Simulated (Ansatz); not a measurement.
Ideal-gas functions of C2H4F2Si, SMILES `F[C@H]1[SiH2][C@@H]1F` at 500 K and 1 bar, from an Ansatz frequency run at PBE0-D4/def2-TZVP.

Molar mass 94.14 g/mol, point group C2 (symmetry number 2), electronic degeneracy 1, moments of inertia 116.295, 134.138, 228.425 u Å². Harmonic wavenumbers (cm⁻¹, unscaled): 194, 267, 331, 354, 506, 586, 615, 687, 717, 883, 934, 992, 1108, 1117, 1175, 1299, 1431, 2262, 2290, 3103, 3116.

Use S(trans) = R[1.5 ln M + 2.5 ln T − 1.1517]; rotational temperatures θ = 24.2544 K / I; S(rot) = R[ln(√π/σ · √(T³/θAθBθC)) + 1.5]; for each mode x = 1.438777 ν̃/T, S = R[x/(eˣ − 1) − ln(1 − e⁻ˣ)] and H = RT x/(eˣ − 1); 1 cm⁻¹ = 0.0119627 kJ/mol; R = 8.31446 J/(mol·K).

Question: By hand: the entropy, in J/(mol·K).

Answer: Translation 176.3. Rotation: θ = 0.2086, 0.1808, 0.1062 K, giving 111.9. Vibration, mode by mode: 13.27, 10.71, 9.03, 8.51, 5.89, 4.89, 4.58, 3.88, 3.63, 2.49, 2.22, 1.94, 1.49, 1.46, 1.28, 0.96, 0.70, 0.09, 0.09, 0.01, 0.01, in all 77.1. Electronic 0.0. Sum 365.3 J/(mol·K).

Question: By hand: H − E and G − E in kJ/mol, counted from the electronic energy.

Answer: Zero-point energy ½ × 23967 × 0.0119627 = 143.4; thermal vibration 23.1; translation, rotation and pV give 4 RT = 16.6. H − E = 183.1 kJ/mol, and G − E = 183.1 − 500 × 365.3/1000 = 0.5 kJ/mol.

Vibration gives 21 % of the entropy. The sum counts one conformer and one mirror image; others add a mixing term.
